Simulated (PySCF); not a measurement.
A structure optimised at PBE-D3(BJ)/def2-SVP, used in a PySCF frequency run:

```xyz
8

B     -0.2275    -0.5666     0.1240
Cl    -0.5842    -1.2340     1.7171
Br     0.4808     1.2379    -0.0083
O     -0.4608    -1.3368    -0.9496
C     -0.2472    -1.0037    -2.3152
H      0.4708    -1.7290    -2.7472
H     -1.2109    -1.0947    -2.8548
H      0.1487     0.0257    -2.4316
```

Problem. Write its SMILES and formula.

Solution. COB(Cl)Br, CH3BBrClO

Problem. What are its rotational constants (standard atomic weights)?

Solution. 2.5895, 1.8601, 1.0902 GHz
